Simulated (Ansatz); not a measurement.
Basis-set extrapolation for C₈H₄O₃ (`O=C1OC(=O)c2ccccc21`) (PBE0-D4/def2-TZVP geometry, frozen core, Ansatz). Multiplicity 1, RHF reference.

```tsv
	def2-TZVPP	def2-QZVPP
HF	-530.102013	-530.123859
MP2 correlation	-1.898018	-2.030839
CCSD(T) correlation	-2.002463	not run
```

Energies in hartree. Use E(X) = E(∞) + A·exp(−7.88·√X) for Hartree–Fock and E(X) = E(∞) + B·X^(−2.97) for correlation, with X = 3 and 4, and add CCSD(T) minus MP2 of the smaller set to the MP2 limit.

Question: What is the CCSD(T) energy at the basis-set limit?

Answer: HF limit: -530.123859 + (-0.021846) × 0.13774 = -530.12687. MP2 limit: -2.030839 + (-0.132821) × 0.74074 = -2.12922. Higher-order term: -2.002463 − (-1.898018) = -0.10445. Total: -532.36054 hartree, 160.7 kcal/mol below CCSD(T)/def2-TZVPP.
